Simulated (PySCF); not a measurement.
CH₃O₃Re, singlet, geometry from GFN2-xTB (such geometries of metal compounds can be far from the true shape) (core potentials on Re); SVWN5/def2-SVP run with PySCF.

The PySCF input:
```python
from pyscf import gto, scf, dft

mol = gto.M(
    atom='''
Re    0.06874118   -0.12694771   -0.06206747
O     1.20409994    0.71141375   -0.92250863
O     0.49430691   -0.80148520    1.38573825
O    -1.28320559   -0.67670116   -0.83812129
C    -0.89001532    1.64363512    0.80360865
H    -0.15488768    2.19502798    1.39106321
H    -1.71349648    1.32519993    1.44394246
H    -1.26872215    2.27322082   -0.00246365
''',
    basis='def2-svp',
    ecp={'Re': 'def2-svp'},
    verbose=4,
)

mf = dft.RKS(mol)
mf.xc = 'lda,vwn'
mf.kernel()
```

It wrote (shortened):

```
PySCF version 2.14.0

[INPUT] verbose = 4
[INPUT] num. atoms = 8
[INPUT] num. electrons = 48
[INPUT] charge = 0
[INPUT] spin (= nelec alpha-beta = 2S) = 0
[INPUT] symmetry False subgroup None
[INPUT] Mole.unit = angstrom
[INPUT] Symbol           X                Y                Z      unit          X                Y                Z       unit  Magmom
[INPUT]  1 Re     0.068741180000  -0.126947710000  -0.062067470000 AA    0.129902003679  -0.239896404041  -0.117290519545 Bohr   0.0
[INPUT]  2 O      1.204099940000   0.711413750000  -0.922508630000 AA    2.275419113205   1.344377148750  -1.743288658248 Bohr   0.0
[INPUT]  3 O      0.494306910000  -0.801485200000   1.385738250000 AA    0.934104681380  -1.514587520892   2.618665772834 Bohr   0.0
[INPUT]  4 O     -1.283205590000  -0.676701160000  -0.838121290000 AA   -2.424907126611  -1.278779860575  -1.583819697267 Bohr   0.0
[INPUT]  5 C     -0.890015320000   1.643635120000   0.803608650000 AA   -1.681885201467   3.106020225517   1.518600259831 Bohr   0.0
[INPUT]  6 H     -0.154887680000   2.195027980000   1.391063210000 AA   -0.292695295269   4.148001717957   2.628728488858 Bohr   0.0
[INPUT]  7 H     -1.713496480000   1.325199930000   1.443942460000 AA   -3.238039062606   2.504264927993   2.728655789031 Bohr   0.0
[INPUT]  8 H     -1.268722150000   2.273220820000  -0.002463650000 AA   -2.397537391669   4.295764770459  -0.004655623767 Bohr   0.0

nuclear repulsion = 229.098609107768
number of shells = 45
number of NR pGTOs = 174
number of NR cGTOs = 103
basis = def2-svp
ecp = {'Re': 'def2-svp'}

******** <class 'pyscf.dft.rks.RKS'> ********
method = RKS
initial guess = minao
damping factor = 0
level_shift factor = 0
DIIS = <class 'pyscf.scf.diis.CDIIS'>
diis_start_cycle = 1
diis_space = 8
diis_damp = 0
SCF conv_tol = 1e-09
SCF conv_tol_grad = None
SCF max_cycles = 50
direct_scf = True
direct_scf_tol = 1e-13
XC library pyscf.dft.libxc version 7.1.2
    S. Lehtola, C. Steigemann, M. J. T. Oliveira, and M. A. L. Marques,  SoftwareX 7, 1–5 (2018)
XC functionals = lda,vwn
    P. A. M. Dirac,  Math. Proc. Cambridge Philos. Soc. 26, 376 (1930)
    F. Bloch,  Z. Phys. 57, 545 (1929)
    S. H. Vosko, L. Wilk, and M. Nusair,  Can. J. Phys. 58, 1200 (1980)
radial grids:
    Treutler-Ahlrichs [JCP 102, 346 (1995); DOI:10.1063/1.469408] (M4) radial grids

becke partition: Becke, JCP 88, 2547 (1988); DOI:10.1063/1.454033
pruning grids: <function nwchem_prune>
grids dens level: 3
symmetrized grids: False
atomic radii adjust function: <function treutler_atomic_radii_adjust>
small_rho_cutoff = 0
Set gradient conv threshold to 3.16228e-05
Initial guess from minao.
tot grids = 110096
init E= -329.529875125063
  HOMO = -0.582069104506289  LUMO = -0.391940848944924  gap/eV = 5.17365
cycle= 1 E= -341.017956468085  delta_E= -11.5  |g|= 1.87  |ddm|= 8.03
  HOMO = -0.104965682188424  LUMO = -0.070986437256245  gap/eV = 0.92462
cycle= 2 E= -335.213374655558  delta_E=  5.8  |g|= 5.21  |ddm|= 6.28
  HOMO = -0.26426837997498  LUMO = -0.0681116418266185  gap/eV = 5.33770
cycle= 3 E= -341.600736447541  delta_E= -6.39  |g|= 0.649  |ddm|= 5.58
  HOMO = -0.323322785443027  LUMO = -0.164316446080243  gap/eV = 4.32678
cycle= 4 E= -341.679252717862  delta_E= -0.0785  |g|= 0.306  |ddm|= 0.867
  HOMO = -0.314346220634967  LUMO = -0.151290602958057  gap/eV = 4.43697
cycle= 5 E= -341.693645137737  delta_E= -0.0144  |g|= 0.18  |ddm|= 0.404
  HOMO = -0.301185572151818  LUMO = -0.136846979767499  gap/eV = 4.47188
cycle= 6 E= -341.702266400918  delta_E= -0.00862  |g|= 0.017  |ddm|= 0.229
  HOMO = -0.302388648006029  LUMO = -0.138080444787134  gap/eV = 4.47105
cycle= 7 E= -341.702357118846  delta_E= -9.07e-05  |g|= 0.00383  |ddm|= 0.0255
  HOMO = -0.302303536653434  LUMO = -0.138019801773148  gap/eV = 4.47039
cycle= 8 E= -341.702360168713  delta_E= -3.05e-06  |g|= 0.00119  |ddm|= 0.00337
  HOMO = -0.30228480352399  LUMO = -0.138033030763463  gap/eV = 4.46952
cycle= 9 E= -341.702360102648  delta_E= 6.61e-08  |g|= 0.00139  |ddm|= 0.00151
  HOMO = -0.302275588337122  LUMO = -0.138020457963348  gap/eV = 4.46961
cycle= 10 E= -341.70236047728  delta_E= -3.75e-07  |g|= 0.000181  |ddm|= 0.00103
  HOMO = -0.302279695554625  LUMO = -0.138027821194726  gap/eV = 4.46952
cycle= 11 E= -341.702360485421  delta_E= -8.14e-09  |g|= 1.98e-05  |ddm|= 0.000236
  HOMO = -0.302279241343132  LUMO = -0.138027533545999  gap/eV = 4.46952
cycle= 12 E= -341.70236048551  delta_E= -8.95e-11  |g|= 3.23e-06  |ddm|= 2.27e-05
  HOMO = -0.302279114569662  LUMO = -0.13802705008855  gap/eV = 4.46953
Extra cycle  E= -341.702360485485  delta_E= 2.58e-11  |g|= 1.13e-05  |ddm|= 1.16e-05
converged SCF energy = -341.702360485485
```
